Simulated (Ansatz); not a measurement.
Isomers of C2H5NSi. All species are isolated molecules in the gas phase. One relaxed conformer stands for each flexible species; it need not be the lowest. Strings in code marks are SMILES.

Quantity: vertical ionisation energy (energy after one electron is removed minus that of the parent at the parent's geometry), in eV.

Case: `C1=[SiH]CN1`. Geometry of `C1=[SiH]CN1` (neutral, multiplicity 1, Å):

```xyz
9

C      0.6773     0.9924     0.0016
Si     0.9994    -0.5063    -1.0811
C     -0.7036    -0.7535    -0.0477
N     -0.5500     0.6393     0.3555
H      1.0328     1.9922     0.2327
H      2.0794    -1.2618    -0.3467
H     -0.5803    -1.4197     0.8053
H     -1.6516    -0.9462    -0.5479
H     -1.3034     1.2636     0.6281
```

Problem. Estimate the vertical ionisation energy (energy after one electron is removed minus that of the parent at the parent's geometry) that frozen-core MP2/cc-pVTZ // B3LYP-D3(BJ)/def2-TZVP (Ansatz, a program for electronic structure) returns for this input.

Solution. 7.31 eV.
